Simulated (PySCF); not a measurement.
Input for PySCF: R-MP2/6-31G* on NaBe-, 2S+1 = 1, a spin state set in the input, which need not be the lowest, a point of a bond scan (R = 3.623 Å). Charge -1.

```python
from pyscf import gto, scf, dft, mp
from pyscf.data.elements import chemcore

mol = gto.M(
    atom='''
    Be    0.00000000    0.00000000    0.00000000
    Na    0.00000000    0.00000000    3.62269300
    ''',
    basis='6-31g*',
    cart=True,
    charge=-1, spin=0, verbose=3, max_memory=1800)
mf = scf.RHF(mol)
mf.conv_tol = 1e-8
mf.max_cycle = 100
mf.kernel()
if not mf.converged:
    mf = mf.newton().run(mf.mo_coeff, mf.mo_occ)
pt = mp.MP2(mf, frozen=chemcore(mol)).run()
```

It printed:

```
converged SCF energy = -176.394607530256
E(RMP2) = -176.446515630989  E_corr = -0.051908100732865
E(SCS-RMP2) = -176.454002027498  E_corr = -0.0593944972420241
```

The calculation finished and met its thresholds.

Cost: roughly 0.16 core-seconds.
